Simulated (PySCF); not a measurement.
## Worked example: entropy of an ideal gas

CH2NO, SMILES N[C]=O, multiplicity 2.

Geometry: TPSSh-D3(BJ)/def2-TZVP. The isomer is the one that the SMILES or the coordinates give; other isomers of the formula were not compared. Other conformers were not sampled.

PySCF with TPSSh-D3(BJ)/def2-TZVP gives the harmonic wavenumbers 268, 524, 634, 1092, 1229, 1612, 1842, 3466, 3685 cm⁻¹ and the rotational temperatures 6.0970, 0.5362, 0.4928 K. The molar mass is 44.03 g/mol, the symmetry number 1, the spin multiplicity 2.

### Question
Work out the entropy at 298.15 K and 1 atm in the rigid-rotor, harmonic-oscillator model.

### Answer

Translation (Sackur–Tetrode at 1 atm): S = R[1.5 ln M + 2.5 ln T − 1.16487] = 155.9 J/(mol K).
Rotation: q = (√π/σ) T^1.5/√(θA θB θC) = 7190, S = R[ln q + 3/2] = 86.3 J/(mol K).
Vibration: with u = 1.4388 ν/T, each mode gives R[u/(e^u − 1) − ln(1 − e^−u)]:
| ν (cm⁻¹) | modes | u | S (J/(mol K)) |
|---|---|---|---|
| 268 | 1 | 1.29 | 6.73 |
| 524 | 1 | 2.53 | 2.51 |
| 634 | 1 | 3.06 | 1.65 |
| 1092 | 1 | 5.27 | 0.27 |
| 1229 | 1 | 5.93 | 0.15 |
| 1612 | 1 | 7.78 | 0.03 |
| 1842 | 1 | 8.89 | 0.01 |
The stiffer modes add less than 0.005 each. Sum 11.4 J/(mol K).
Spin: R ln 2 = 5.8 J/(mol K).
Total 259.4 J/(mol K); the program's own thermochemistry gives 259.4. Translation makes up 60 % and vibration 4 %. Anharmonicity, hindered rotation and orbital degeneracy are left out.
